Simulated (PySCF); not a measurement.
## Spin-orbit coupling and the third ionisation energy along group 15

Two-component X2C-1e calculated with PySCF 2.14: MP2 on generalised Hartree-Fock spinors (GMP2), with spin-orbit coupling off and on (screened by Boettger's factors); no Breit or QED terms. Values in eV; the references (NIST) lie between the lowest levels. Elements whose determinants are no pure J levels are left out.

```
                                    element                               configurations  spin-free  with spin-orbit  shift       reference
            N (x2c-QZVPPall-2c, 1s2 frozen)                      [He] 2s2 2p1 → [He] 2s2     47.518           47.532  0.014      47.445 (s)
           P (x2c-QZVPPall-2c, [Ne] frozen)                      [Ne] 3s2 3p1 → [Ne] 3s2     29.903           29.948  0.045          30.203
          As (x2c-QZVPPall-2c, [Ne] frozen)            [Ar] 3d10 4s2 4p1 → [Ar] 3d10 4s2     27.963           28.217  0.254  28.349 ± 0.012
     Sb (x2c-QZVPPall-2c, [Ar] 3d10 frozen)            [Kr] 4d10 5s2 5p1 → [Kr] 4d10 5s2     24.596           25.171  0.575          25.323
Bi (x2c-TZVPPall-2c, [Kr] 4d10 4f14 frozen)  [Xe] 4f14 5d10 6s2 6p1 → [Xe] 4f14 5d10 6s2     23.439           25.310  1.872          25.571
```

The largest shift is at Bi, 1.872 eV, where spin-orbit coupling lowers the species with more electrons by more than the one with fewer (starting occupations 6p1/2^1 and closed).

What remains against the references is mostly the basis and correlation beyond MP2. References marked (s) are semi-empirical, (t) theoretical.
